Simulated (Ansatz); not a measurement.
Frontier orbitals of `[SiH3][SiH]1C=N1`.

```xyz
9

Si    0.115   -1.566   -0.385
Si   -0.564    0.492    0.447
C     0.481    1.944    0.328
N    -0.355    1.945   -0.624
H     0.464   -2.478    0.736
H    -0.967   -2.198   -1.186
H     1.309   -1.347   -1.241
H    -1.741    0.538    1.348
H     1.258    2.669    0.577
```

Total charge 0; spin multiplicity 1. Geometry: relaxed with PBE0-D4/def2-TZVP. Basis def2-TZVPP, Ansatz.

Orbital energies of one run (eV). Highest occupied ones, from the top: -8.81, -10.46, -12.30, -12.43, -12.59, -13.40, -14.31, -16.75, -18.48, -18.75, -28.85, -102.37, -102.37, -102.38. Empty: 0.89, 1.43, 1.71, 1.96, 2.90, 3.30.

(1) Which functional gave them?
A. r2SCAN
B. BLYP
C. ωB97M-V
D. revPBE

## Answers

(1) C. HOMO energies: ωB97M-V -8.81, r2SCAN -5.76, revPBE -5.51, BLYP -5.41 eV.
